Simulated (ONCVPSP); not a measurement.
## Transferability test, ONCV potential for Au

* Element: Au (Z = 79)
* Generator: ONCVPSP 4.0.1
* Type: optimised norm-conserving Vanderbilt (ONCV)
* Functional: BLYP
* Relativity: scalar-relativistic
* Frozen core: [Kr] 4d10 4f14
* Valence charge: 19
* Reference configuration: 5s2 5p6 5d8 (charge +3)
* Partial waves: 5s: rc 1.50 bohr, ncon 3, nbas 8, qcut 9.2 1/bohr, 2 projectors, debl 3.5 Ha; 5p: rc 1.60 bohr, ncon 4, nbas 8, qcut 8.2 1/bohr, 2 projectors, debl 0.6 Ha; 5d: rc 1.50 bohr, ncon 4, nbas 8, qcut 7 1/bohr, 1 projector
* Local potential: polynomial inside 1.10 bohr (lpopt 5, dvloc0 1 Ha)
* Core correction: none

In the s channel the program set the typed energies aside and used -5.314, 0.050 Ha. In the p channel the program set the typed energies aside and used -3.511, 0.250 Ha.

Energies are relative to the spin-unpolarised reference configuration 5s2 5p6 5d8; without spin polarisation the order of configurations can differ from experiment.

(1) Give the all-electron excitation energy and the error of the potential for: 5s2 5p6 5d10 6s1; 5s2 5p6 5d10; 5s2 5p6 5d9; 5s2 5p6 5d9 6s1.

Levels in the configuration 5s2 5p6 5d9 6s1:

```
level  all-electron (eV)  pseudo (eV)
   5s           -120.076     -120.070
   5p            -71.271      -71.269
   5d            -17.533      -17.542
   6s            -14.384      -14.388
```

Results:

(1)

```csv
valence configuration,charge,ΔE all-electron (eV),error AE − PS (meV)
5s2 5p6 5d10 6s1,0,-64.337,+33
5s2 5p6 5d10,+1,-54.869,+27
5s2 5p6 5d9,+2,-33.756,+13
5s2 5p6 5d9 6s1,+1,-52.339,+24
```
